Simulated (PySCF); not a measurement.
Rigid-rotor lines calculated for a species of formula AsBH4 (commonest isotopes; PBE0-D3(BJ)/def2-SVP geometry optimisation, gas phase in PySCF 2.14.0), labelled J(Ka,Kc):

| transition | MHz |
| --- | --- |
| 2(2,0) ← 1(1,0) | 238615.0 |
| 1(1,0) ← 0(0,0) | 86356.7 |
| 2(1,1) ← 1(0,1) | 106251.0 |
| 1(1,1) ← 1(0,1) | 66462.5 |

Task: Find the rotational constants.

Result: 1(1,0) ← 0(0,0) is A + B, 1(1,1) ← 1(0,1) is A − B; C enters through 2(2,0) ← 1(1,0) = A + B + 2C + 2√((B − C)² + (A − C)(A − B)). A = 76409.6, B = 9947.1, C = 9382.6 MHz.

Task: What moments of inertia, asymmetry and inertial defect follow?

Result: I = 505379 MHz·u·Å² over each constant: Ia = 6.61, Ib = 50.81, Ic = 53.86 u·Å²; κ = (2B − A − C)/(A − C) = -0.983 (near-prolate asymmetric top); Δ = Ic − Ia − Ib = -3.56 u·Å².

Task: Which dipole components do these lines need?

Result: μc (c-type: ΔKa odd, ΔKc even). The calculation gives |μa| = 0.09 D, |μb| = 0.00 D, |μc| = 0.56 D.

Task: Where do these fall, and of which type are they? 2(2,1) ← 1(1,1); 3(3,0) ← 2(2,0); 3(3,1) ← 2(2,1); 3(1,2) ← 2(0,2); 3(2,2) ← 3(1,2); 3(3,1) ← 3(2,1); 2(2,1) ← 2(1,1); 2(1,2) ← 2(0,2); 3(1,3) ← 3(0,3); 3(2,1) ← 2(1,1); 3(2,2) ← 2(1,2).

Result: 
| transition | MHz | type | branch |
| --- | --- | --- | --- |
| 3(1,3) ← 3(0,3) | 65067 | c | Q |
| 2(1,2) ← 2(0,2) | 65901 | c | Q |
| 3(1,2) ← 2(0,2) | 126429 | c | R |
| 3(2,2) ← 3(1,2) | 198543 | c | Q |
| 2(2,1) ← 2(1,1) | 199387 | c | Q |
| 2(2,1) ← 1(1,1) | 239176 | c | R |
| 3(2,1) ← 2(1,1) | 257394 | c | R |
| 3(2,2) ← 2(1,2) | 259070 | c | R |
| 3(3,1) ← 3(2,1) | 333708 | c | Q |
| 3(3,0) ← 2(2,0) | 391712 | c | R |
| 3(3,1) ← 2(2,1) | 391715 | c | R |

Task: Which structure gave them?

Result: `B[AsH2]`, point group Cs. Three constants can't fix a structure by themselves; this is the one that was computed:
```xyz
6
AsBH4 angstrom
B      0.914    0.058   -0.050
As    -0.977   -0.096   -0.623
H      1.417    1.150    0.052
H      1.592   -0.936    0.032
H     -1.611    0.987    0.225
H     -1.417   -1.288    0.202
```

The values belong to one conformer (point group Cs) with, in the numbering `[BH2:1][AsH2:2]`, H–B1–As2–H -45° and 145°. Whether it is a minimum is left open (no frequencies). Zero-point vibration and centrifugal distortion are left out. Quadrupole hyperfine structure (11B, 75As) is left out.

Hardware: Arm Neoverse V1, one thread, shared host with 32 logical CPUs at a one-minute load of 17. Cost: 6.8 s, 0.29 GiB resident at most. These figures are those of the optimisation.
